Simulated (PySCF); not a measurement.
Members of one series of related molecules.

All values: B3LYP/def2-SVPD (PySCF) at GFN2-xTB geometries, gas phase, one conformer each. Core orbitals are frozen in the response; Δα² is half the sum of the squared differences of the principal polarisabilities.

**Question.** Rank by dipole moment, lowest first.
A. `Cc1pcccc1C#N`
B. `CC1=CC=CP=C1C`
C. `Cc1pcccc1F`

**Answer.** C (0.94 D), B (1.84 D), A (3.38 D).

**Question.** Rank by polarisability anisotropy Δα, lowest first.
A. `CC1=CC=CP=C1C`
B. `Cc1pcccc1C#N`
C. `C#Cc1ccccp1`
D. `Cc1pcccc1F`

**Answer.** D (7.87 Å³), A (8.65 Å³), B (10.66 Å³), C (12.33 Å³).

All values together:

```
      SMILES  formula  μ (D)  HOMO (eV)  LUMO (eV)  α (Å³)  Δα (Å³)  electrons  α per electron (Å³)
 C#Cc1ccccp1    C7H5P   1.76      -6.71      -2.03   16.01    12.33         62                0.258
  Cc1pcccc1F   C6H6FP   0.94      -7.00      -1.78   13.95     7.87         66                0.211
  Cc1cccpc1C    C7H9P   1.84      -6.64      -1.43   15.78     8.65         66                0.239
Cc1pcccc1C#N   C7H6NP   3.38      -7.36      -2.32   16.36    10.66         70                0.234
```
